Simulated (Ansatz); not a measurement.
A nudged elastic band was laid between two geometries of CH6N2OSi (11 atoms, charge 0, multiplicity 1).

Method: RKS CAM-B3LYP/6-31G (Ansatz 0.2.0).

```json
{"movable images": "5", "climbing image": "yes", "spring": "5.0 eV/Å²", "optimiser": "quadratic models (default)", "start path": "IDPP", "force threshold": "0.05 eV/Å", "iteration limit": "60", "end points": "relaxed"}
```

First end point:

```xyz
11
Properties=species:S:1:pos:R:3
N -0.853 0.204 1.441
C 0.009 -0.619 0.778
O 0.305 -1.708 1.572
N 0.522 -0.507 -0.382
Si 0.400 0.693 -1.666
H -1.182 1.054 1.019
H -1.160 -0.046 2.364
H 0.921 -2.283 1.080
H -0.510 1.855 -1.318
H 1.756 1.250 -1.963
H -0.142 0.050 -2.904
```

Last end point:

```xyz
11
Properties=species:S:1:pos:R:3
N -1.286 -0.905 0.612
C 0.024 -0.581 0.807
O 0.493 -1.227 1.931
N 0.790 0.180 0.132
Si 0.580 1.155 -1.320
H -1.801 -0.527 -0.163
H -1.739 -1.530 1.254
H 1.430 -0.982 2.052
H 0.859 2.590 -1.006
H 1.534 0.695 -2.376
H -0.818 1.075 -1.900
```

Task: Which bonds break or form, and what moves?

Result: No bond is made or broken. The dihedral C2–N4–Si5–H9 goes from 0 to 120°. The two ends are copies of one structure, up to a mirror image or an exchange of like atoms.

Task: Give the energies along the band, and the barrier.

Result: The run converged. The highest image is number 3 of 0 to 6, 0.030 eV above the ends, which have the same energy within 2 meV. A vibrational analysis at the climbing image gives one clearly imaginary mode, 95i cm⁻¹: a first-order saddle point. Limits of this set-up: no polarisation functions.

| image | path coordinate (Å) | energy (eV) | dihedral C2–N4–Si5–H9 (°) |
| --- | --- | --- | --- |
| 0 | 0.00 | 0.000 | 0 |
| 1 | 0.70 | 0.006 | 20 |
| 2 | 1.39 | 0.021 | 40 |
| 3 | 2.09 | 0.030 | 60 |
| 4 | 2.79 | 0.021 | 80 |
| 5 | 3.48 | 0.006 | 100 |
| 6 | 4.18 | 0.000 | 120 |

Task: What is the geometry of the highest image?

Result: 
```xyz
11
Properties=species:S:1:pos:R:3:forces:R:3
N -1.303 -0.417 0.986 0.00 0.00 0.00
C 0.033 -0.607 0.785 0.01 -0.01 0.01
O 0.520 -1.466 1.749 0.00 0.00 0.00
N 0.807 -0.130 -0.104 -0.01 0.01 -0.01
Si 0.582 0.965 -1.468 0.00 -0.01 0.01
H -1.840 0.179 0.384 0.00 0.00 0.00
H -1.755 -0.884 1.752 0.00 0.00 0.00
H 1.475 -1.589 1.587 0.00 0.00 0.00
H 0.074 2.314 -1.027 0.00 0.00 0.00
H 1.889 1.152 -2.161 0.00 0.00 0.00
H -0.416 0.426 -2.462 0.00 0.00 0.00
```

The band took 5 iterations and of the order of 2.2 core-minutes.

Time of the run: 2.2 min on 1 thread of Intel(R) Xeon(R) Processor @ 2.70GHz (shared host), peak memory 0.17 GiB.
